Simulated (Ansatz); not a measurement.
Species: C₁₀H₉BS, SMILES `Bc1cc2ccc(C=C)cc2s1` (charge 0, multiplicity 1).

### Question
Give a relaxed geometry from B3LYP-D3(BJ)/def2-SVP (Ansatz, a program for electronic structure).

### Answer
One answer among several that fit: the end point of this relaxation, one of several conformers (outside a Z-matrix the atoms follow the SMILES, hydrogens last).
Z-matrix (Å, degrees):
```
C
C 1 1.4010
H 2 1.0923 1 120.40
C 2 1.3985 3 119.82 1 179.94
C 1 1.4254 2 121.13 3 180.00
C 5 1.4161 1 118.53 2 0.02
C 6 1.3795 5 119.98 1 -0.05
H 7 1.0908 6 119.23 5 179.95
H 6 1.0926 7 120.44 8 -0.04
C 5 1.4245 6 129.80 9 -0.06
C 10 1.3860 5 114.38 6 -179.99
H 10 1.0916 11 121.95 5 -179.98
C 4 1.4693 2 118.62 3 -0.06
C 13 1.3415 4 127.27 2 -179.19
H 14 1.0923 13 120.77 4 179.96
H 14 1.0930 15 116.57 13 179.93
H 13 1.0958 14 118.14 15 0.05
B 11 1.5228 10 127.53 12 -0.03
H 18 1.2059 11 121.28 10 -179.97
H 18 1.2068 19 120.01 11 -179.99
S 1 1.7394 2 127.55 3 0.02
```
